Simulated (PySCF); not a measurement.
SiH2Me(OiPr), C4H12OSi.
Cartesian coordinates in Å at the PBE0-D3(BJ)/def2-SVP level; atoms count from 1:
```
atom  x, y, z in Å
Si1    0.328    1.598    0.411
H2     0.464    1.636    1.903
H3     1.702    1.745   -0.174
C4    -0.810    2.959   -0.160
H5    -1.816    2.822    0.266
H6    -0.897    2.960   -1.257
H7    -0.431    3.942    0.161
O8    -0.326    0.154   -0.104
C9     0.362   -1.073   -0.237
C10   -0.417   -1.935   -1.210
C11    0.539   -1.738    1.118
H12    1.367   -0.879   -0.667
H13   -1.423   -2.139   -0.811
H14    0.092   -2.894   -1.386
H15   -0.531   -1.416   -2.173
H16    1.125   -1.103    1.800
H17   -0.444   -1.918    1.580
H18    1.061   -2.702    1.020
```

The closed-shell ground state was solved at several levels (PySCF, density fitting, gas phase, non-relativistic).

```csv
level,basis functions,total energy (Eh),HOMO (eV),LUMO (eV),gap (eV),dipole (D)
wB97X-D/def2-SVPD,223,-524.0847,-9.74,2.30,12.04,0.45
PBE0/pcSseg-1,169,-523.9684,-7.82,1.02,8.84,0.48
```

(1) What might wB97X-D/pcSseg-1 (169 basis functions) give for the same quantities?

(2) Over all these levels, which gives the widest orbital gap and which the narrowest?

(3) How far do the dipole and the HOMO energy spread over the levels?

Answers

(1) Total energy -524.2952 Eh, HOMO -9.72 eV, LUMO 2.80 eV, gap 12.52 eV, dipole 0.51 D.

(2) wB97X-D/pcSseg-1 (range-separated hybrid) has the widest, 12.52 eV, and PBE0/pcSseg-1 (global hybrid, 25 % exact exchange) the narrowest, 8.84 eV. The two share the basis. From the narrowest to the widest the HOMO moves by -1.90 eV and the LUMO by +1.78 eV.

(3) The dipole runs from 0.45 to 0.51 D (mean 0.48 D) and the HOMO from -9.74 to -7.82 eV.

One conformer stands for the species.

The pairwise dispersion term of wB97X-D wasn't added to the energies; at a given geometry it leaves orbitals and properties as they are.
